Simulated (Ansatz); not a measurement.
Reaction (ligand exchange at the Se–C bond): `F[SiH2]OC[SeH]` + H₂Se → `[SeH][SeH]` + `CO[SiH2]F`

Program: Ansatz. Geometries: PBE0-D4/def2-TZVP. ΔE: electronic, gas phase. CBS: MP2 limit from def2 TZ/QZ plus the TZ coupled-cluster correction, frozen cores. DFT in def2-TZVPP. B3LYP here is the variant with VWN-RPA as its local correlation; programs differ in this. HSE06 is defined as in plane-wave codes. For Se outer-core shells are correlated without core-valence functions, which leaves a few kJ/mol of doubt a bond. Scalar relativity is left out up to krypton. Each species was taken in one conformer, which may not be the lowest.

| level | ΔE (kJ/mol) | difference from CCSD(T)/CBS |
| --- | --- | --- |
| LDA (SPW92) | -31.3 | 6.5 |
| PBE-D4 | -41.2 | -3.4 |
| revPBE-D4 | -39.4 | -1.6 |
| BLYP-D4 | -43.0 | -5.2 |
| r2SCAN-D4 | -39.8 | -2.0 |
| B97M-V | -41.4 | -3.6 |
| PBE0-D4 | -42.3 | -4.5 |
| B3LYP-D4 | -44.2 | -6.4 |
| r2SCAN0-D4 | -41.6 | -3.8 |
| HSE06-D4 | -42.8 | -5.0 |
| BHLYP-D4 | -45.9 | -8.1 |
| CAM-B3LYP-D4 | -41.0 | -3.2 |
| ωB97X-V | -40.0 | -2.2 |
| ωB97M-V | -40.4 | -2.6 |
| B2PLYP | -44.5 | -6.7 |
| PBE-QIDH | -40.5 | -2.7 |
| PBE | -45.3 | -7.5 |
| revPBE | -49.7 | -11.9 |
| BLYP | -51.6 | -13.8 |
| r2SCAN | -41.0 | -3.2 |
| PBE0 | -46.0 | -8.2 |
| B3LYP | -50.7 | -12.9 |
| r2SCANh | -41.8 | -4.0 |
| HSE06 | -46.2 | -8.4 |
| CAM-B3LYP | -44.9 | -7.1 |
| LC-ωPBE | -41.4 | -3.6 |
| RPA@PBE/def2-TZVPP | -34.6 | 3.2 |
| HF/def2-SVP | -47.0 | -9.2 |
| MP2/def2-SVP | -31.1 | 6.7 |
| CCSD/def2-SVP | -34.1 | 3.7 |
| CCSD(T)/def2-SVP | -32.0 | 5.8 |
| HF/def2-TZVPP | -53.8 | -16.0 |
| SCS-MP2/def2-TZVPP | -37.4 | 0.4 |
| CCSD/def2-TZVPP | -36.5 | 1.3 |
| CCSD(T)/def2-TZVPP | -34.2 | 3.6 |
| HF/def2-QZVPP | -55.5 | -17.7 |
| MP2/def2-QZVPP | -36.3 | 1.5 |
| SCS-MP2/def2-QZVPP | -39.9 | -2.1 |
| HF/CBS(def2) | -55.7 | -17.9 |
| MP2/CBS(def2) | -37.2 | 0.6 |
| CCSD(T)/CBS | -37.8 | 0 |

Largest T1 diagnostic among the species: 0.011.

Leaving LDA and LC-ωPBE aside and taking each functional with its dispersion term where it has one, the values spread over 6.5 kJ/mol, from BHLYP-D4 to revPBE-D4. LDA lies +14.0 kJ/mol from PBE without D4. In def2-TZVPP, CCSD(T) changes the Hartree–Fock value by +19.7 kJ/mol (the triples alone add +2.3 kJ/mol) and MP2 by +20.2 kJ/mol.
